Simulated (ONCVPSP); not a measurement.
**Potentials for chromium compared**

Generated with ld1.x 7.5 (TM, RRKJ, ultrasoft, PAW), atompaw 4.2 or ONCVPSP 4.0.1. The cutoff is in Ry: for ld1.x and atompaw files where the sum of valence levels is converged to 10 mRy in a Bessel basis, for ONCV files where the hardest occupied wave has 1 mHa per electron of residual kinetic energy. The error is the largest all-electron minus pseudo excitation energy over each file’s own four to seven test configurations (ionisations up to +4, promotions, holes and added fractions of an electron), all of which were solved. The labels leave out finer settings (local radius, basis sizes, second energies), which also bear on the numbers. Spin-polarised tests are not counted. The rows are a selection from randomly drawn settings: files with unsolved tests, undetermined cutoffs or missed reference levels are left out.

```csv
potential,cutoff (Ry),largest error (meV),bound ghosts
"ONCV, PBE, scalar-relativistic, rc 1.25/1.45/1.50/1.50 (spdf), local smoothed, core correction yes, reference 3s2 3p6 3d5 4s0.5, qcut 9.5/9.8/11.8/7.4, projectors 2/2/1/2",93,+6.4,none
"ONCV, PBE, scalar-relativistic, rc 1.30/1.30/1.60 (spd), local smoothed, core correction no, reference 3s2 3p6 3d5, qcut 10.8/9.1/10.2, projectors 2/2/2",82,+365,none
"ONCV, LDA (Perdew-Wang 92), scalar-relativistic, rc 1.45/1.35/1.30 (spd), local smoothed, core correction yes, reference 3s2 3p6 3d5 4s0.5, qcut 7.8/11.4/12.9, projectors 2/2/2",115,+8.6,none
"ONCV, PBE, scalar-relativistic, rc 1.35/1.35/1.55 (spd), local smoothed, core correction yes, reference 3s2 3p6 3d4 4s2, qcut 11.3/7.9/11.9, projectors 2/2/2",92,+14,none
"ONCV, PBE, fully relativistic, rc 1.35/1.85/1.40 (spd), local smoothed, core correction yes, reference 3s2 3p6 3d5 4p1, qcut 11.3/8.4/9.7, projectors 2/2/2",81,+7.1,none
```

Fill in the row for Cr: ONCV, PBE, scalar-relativistic, rc 1.50/1.30/1.25 (spd), local d, core correction yes, reference 3s2 3p6 3d5, qcut 7.9/13.3/13.4, projectors 3/2/0.

cutoff 123 Ry, largest error +3.0 meV, bound ghosts: none.

Fill in the row for Cr: ONCV, PBEsol, scalar-relativistic, rc 1.35/1.35/1.55 (spd), local smoothed, core correction no, reference 3s2 3p6 3d5, qcut 9.5/10.3/12.3, projectors 2/1/2.

cutoff 94 Ry, largest error +67 meV, bound ghosts: none.
